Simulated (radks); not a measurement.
Ti V, configuration [Ne] 3s1 3p6 4f1 (not the ground configuration).

Calculated with a radial shooting solver on a logarithmic mesh with Libxc functionals: Dirac Kohn-Sham, PBEsol, spin-unpolarised, spherical densities, finite nucleus; open shells are shared between the two j in proportion to 2j + 1; Fermi nuclear charge, rms radius 3.5921 fm.

Energy parts (hartree):
| part | energy |
|---|---|
| total | -845.49506 |
| kinetic | 853.76786 |
| electron-nucleus | -1968.69153 |
| Hartree | 308.22541 |
| exchange-correlation | -38.79680 |

Orbitals (lengths in bohr, moments of r in powers of bohr; <r^-3> diverges for s and p1/2):
orbital      occ.  eigenvalue (hartree)   <r^-3>  small-component weight
1s1/2           2             -181.3612        -                6.20e-03
2s1/2           2             -22.38586        -                1.08e-03
2p1/2           2             -19.13669        -                1.06e-03
2p3/2           4             -18.92463    260.1                1.05e-03
3s1/2           1              -4.64200        -                2.50e-04
3p1/2           2              -3.74981        -                2.25e-04
3p3/2           4              -3.72081    35.77                2.23e-04
3d3/2           0              -2.34753    3.539                1.65e-04
3d5/2           0              -2.34426    3.505                1.64e-04
4s1/2           0              -1.55037        -                6.85e-05
4f5/2    0.428571              -0.69944  0.06969                2.52e-05
4f7/2    0.571429              -0.69940  0.06964                2.52e-05

The highest occupied level is 4f7/2 at -19.032 eV. The configuration is held as typed, so some empty levels lie below it. The density falls to 0.001 e/bohr^3 at r = 4.19 bohr. The electron density at the nucleus is 8431 e/bohr^3. Summed over all electrons, <r^2> = 21.56 bohr^2, which gives a Langevin (diamagnetic) susceptibility term of -17.1 x 10^-6 cm^3/mol.
